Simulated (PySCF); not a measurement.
# A survey of 33S NMR shifts

PySCF 2.14.0 with density-fitted response routines calculation with NMR shieldings at PBE0/pcSseg-1/GIAO and structure optimised with GFN2-xTB; a single conformation, in vacuum, no relativistic terms, averaged over atoms made equivalent by symmetry, fast rotation or ring inversion.

Shieldings were converted by a linear fit to measured shifts: 33S (scatter 33.3 ppm rms vs sulfate, solution or neat liquid). Occasional misses reach two or three times the rms, and more in compound classes unlike the fitted ones.

**Question.** Give the 33S shifts of `CCN(S(=O)(=O)F)S(=O)(=O)F`, `C=C[P@@](C)(=S)c1ccoc1`, `CSc1cnc(C=O)nn1`.

**Answer.** 
```tsv
compound	environment	δ (ppm)
CCN(S(=O)(=O)F)S(=O)(=O)F	sulfonyl sulfur (×2)	-37
C=C[P@@](C)(=S)c1ccoc1	sulfur bonded to P	-540
CSc1cnc(C=O)nn1	sulfide sulfur	-276
```

**Question.** Match the shifts -7, -55, -103, -509, -555, -609 ppm to `CC(C)O/C=C\[SiH2]S[SiH3]`, `COc1scpc1C1CC1`, `C[SiH2]O[C@@H]1[C@@H](C)[Si@H]1SC`, `O=P1(c2cccs2)CCC1`, `O=S(=O)(Cl)Cl`, `C#C[P@](=S)(C(C)=O)C1CC1`.

**Answer.** -7: O=S(=O)(Cl)Cl (sulfonyl sulfur); -55: COc1scpc1C1CC1 (aromatic ring sulfur); -103: O=P1(c2cccs2)CCC1 (aromatic ring sulfur); -509: C[SiH2]O[C@@H]1[C@@H](C)[Si@H]1SC (sulfur bonded to C, Si); -555: C#C[P@](=S)(C(C)=O)C1CC1 (sulfur bonded to P); -609: CC(C)O/C=C\[SiH2]S[SiH3] (sulfur bonded to 2 Si).
